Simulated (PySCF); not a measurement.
**Working out the ionisation energy of Cr⁺**

Cr⁺ [Ar] 3d5 (6S) → Cr²⁺ [Ar] 3d4 (5D). Computed with PySCF 2.14 in cc-pVTZ-DK (7s6p4d2f1g, 68 functions), with the spin-free X2C one-electron Hamiltonian (Gaussian nucleus). Frozen: [Ar]. Energies in hartree (1 hartree = 27.21139 eV):

```tsv
part	Cr⁺ (lower)	Cr²⁺ (upper)
UHF	-1049.433610	-1048.882098
MP2 opposite-spin	0.000000	0.000000
MP2 same-spin	-0.076544	-0.040752
```

Q: What does Hartree-Fock give?

A: (-1048.882098) − (-1049.433610) = 0.551512 hartree = 15.007 eV.

Q: What do MP2 and SCS-MP2 (6/5 opposite-spin, 1/3 same-spin) give?

A: The opposite-spin parts differ by 0.000 eV and the same-spin parts by 0.974 eV. MP2: 15.007 + (0.000) + (0.974) = 15.981 eV. SCS-MP2: 15.007 + 1.2 × (0.000) + (0.974)/3 = 15.332 eV.

Reference: 16.486 eV (measured; NIST Atomic Spectra Database, ionization energies), between the lowest levels; spin-orbit coupling is absent from the calculation.

What remains against the reference includes basis incompleteness, the frozen core and correlation beyond second order.
